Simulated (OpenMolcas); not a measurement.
## Fe2+: moving or changing the point charges

Fe2+ among 4 point charges of -2.5 e arranged as a square (D4h), 1.7 Å from the ion. The active orbitals were held to one l.

```
Program             : OpenMolcas 26.06
Method              : CASSCF
Basis               : ANO-RCC-VDZP [5s4p2d1f]
Scalar Hamiltonian  : DKH2, point nucleus
Active space        : 6 electrons in 5 orbitals (3d)
State averaging     : 2S+1 = 5 even, 5 roots; 2S+1 = 3 even, 45 roots; 2S+1 = 1 even, 50 roots
Spin-orbit coupling : RASSI with atomic mean-field integrals over the reference wave functions
```

Runs around this geometry, states (labels of D4, the rotations of D4h). Energies in cm-1 above the lowest state or level, χT in cm3 K/mol.

| R (Å) | Ground state | First state of that spin | First gap with spin-orbit (degeneracies) | χT at 300 K | First state of another spin |
| --- | --- | --- | --- | --- | --- |
| 1.59 | 5E | 5A1 824.5 | 20.7 (2, 1) | 4.248 | 3B2 2368 |
| 1.7 | 5A1 | 5E 104.7 | 21.6 (1, 2) | 5.000 | 3B2 7642 |
| 1.85 | 5A1 | 5E 810.5 | 23.5 (1, 2) | 4.502 | 3B2 13543 |

The ground state changes within this set.

Without dynamic correlation the repulsion within the d shell is too large (B by tens of per cent), so at a given field states of lower spin stand too high. An orbital doublet at a regular site is open to a Jahn-Teller distortion, which this geometry leaves out (holds for R = 1.59). This shell can be high or low spin here, a state of another spin lies low, and with metal d orbitals alone active their balance is uncertain, so the ground spin may be wrong (holds for R = 1.59; R = 1.7). Spin-orbit coupling mixes the spin-free states strongly: the lowest level takes only 62 % from its leading state, 5A1 (holds for R = 1.7). Point charges carry no covalency, so the field is a model and not that of real ligands. No measured value stands beside these numbers.
